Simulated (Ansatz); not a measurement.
Cost and result for the atomization energy of CH4BFO2S (10 atoms, 9 bonds).

```csv
atom,x (Å),y (Å),z (Å)
O1,1.3623,-0.6317,-0.0585
C2,0.4569,0.3094,0.0197
O3,0.6254,1.4049,-0.6735
S4,-1.7421,-0.6630,-0.6237
B5,-0.8356,0.1312,0.9306
F6,-0.6653,-0.7247,1.9893
H7,2.0206,-0.4910,-0.7541
H8,1.2562,1.3192,-1.4029
H9,-1.1079,-1.8462,-0.5603
H10,-1.3706,1.1918,1.1334
```

Charge 0, multiplicity 1. The bonds changed during the relaxation, so this is another structure than the one it started from. The geometry is a stationary point of PBE0-D4/def2-TZVP. It is one conformer, not always the lowest. Program: Ansatz. All runs use 4 threads of an Arm Neoverse V1 on a shared host. Times are those of one run each, without the atoms' runs, and a repeat can differ threefold. Electronic energies, without spin–orbit coupling; frozen cores. CCSD(T)/CBS adds CCSD(T) − MP2 in def2-TZVPP to the MP2 limit, and its time is that of the two runs behind it. T1 = 0.015. B3LYP takes the VWN-RPA correlation (the form of Gaussian; ORCA's B3LYP/G).

CCSD(T)/CBS is a level of theory with its own doubt, some kJ/mol a heavy atom from the limit and from the frozen cores, so smaller differences don't rank the functionals.

```json
{"level": "revPBE-D4/def2-TZVPP", "functions": "253", "wall time": "2.1 s"}
{"level": "BLYP-D4/def2-TZVPP", "functions": "253", "wall time": "2.4 s"}
{"level": "PBE-D4/def2-TZVPP (with forces)", "functions": "253", "wall time": "2.7 s"}
{"level": "CAM-B3LYP-D4/def2-TZVPP", "functions": "253", "wall time": "3.8 s"}
{"level": "B3LYP-D4/def2-TZVPP (with forces)", "functions": "253", "wall time": "4.7 s"}
{"level": "r2SCANh-D4/def2-TZVPP", "functions": "253", "wall time": "5.5 s"}
{"level": "B2PLYP/def2-TZVPP", "functions": "253", "wall time": "6.5 s"}
{"level": "PBE-QIDH/def2-TZVPP", "functions": "253", "wall time": "6.5 s"}
{"level": "CCSD(T)/def2-SVP", "functions": "108", "wall time": "8 s"}
{"level": "B97M-V/def2-TZVPP", "functions": "253", "wall time": "9.5 s"}
{"level": "MP2/def2-QZVPP", "functions": "475", "wall time": "27 s"}
{"level": "CCSD(T)/def2-TZVPP", "functions": "253", "wall time": "4.3 min"}
{"level": "CCSD(T)/CBS(def2)", "functions": "–", "wall time": "4.7 min"}
```

What atomization energy does each give, and how far from CCSD(T)/CBS? (Estimate.)

The calculation gave: 
```tsv
level	atomization (kJ/mol)	difference from CCSD(T)/CBS	per bond
revPBE-D4/def2-TZVPP	3834.5	34.2	3.8
BLYP-D4/def2-TZVPP	3840.1	39.8	4.4
PBE-D4/def2-TZVPP (with forces)	3962.3	162.0	18.0
CAM-B3LYP-D4/def2-TZVPP	3822.6	22.3	2.5
B3LYP-D4/def2-TZVPP (with forces)	3802.8	2.5	0.3
r2SCANh-D4/def2-TZVPP	3809.7	9.4	1.1
B2PLYP/def2-TZVPP	3762.8	-37.5	-4.2
PBE-QIDH/def2-TZVPP	3776.6	-23.7	-2.6
CCSD(T)/def2-SVP	3582.4	-217.9	-24.2
B97M-V/def2-TZVPP	3829.6	29.3	3.3
MP2/def2-QZVPP	3880.3	80.0	8.9
CCSD(T)/def2-TZVPP	3688.6	-111.7	-12.4
CCSD(T)/CBS(def2)	3800.3	0.0	0.0
```

From r2SCAN to r2SCAN0 (25 % exact exchange), in def2-TZVPP and without D4, the atomization energy moves by −111.4 kJ/mol: exact exchange takes away binding that semilocal exchange gives to molecules. In def2-TZVPP, CCSD(T) changes the Hartree–Fock value by +1082.2 kJ/mol (the triples alone add +82.1 kJ/mol) and MP2 by +1208.4 kJ/mol; breaking electron pairs costs correlation energy, which Hartree–Fock lacks. Leaving LDA and LC-ωPBE aside and taking each functional with its dispersion term where it has one, the values, not all of them listed here, spread over 340.3 kJ/mol, from BHLYP-D4 to PBE-D4. LDA lies +604.8 kJ/mol from PBE without D4, its usual overbinding.
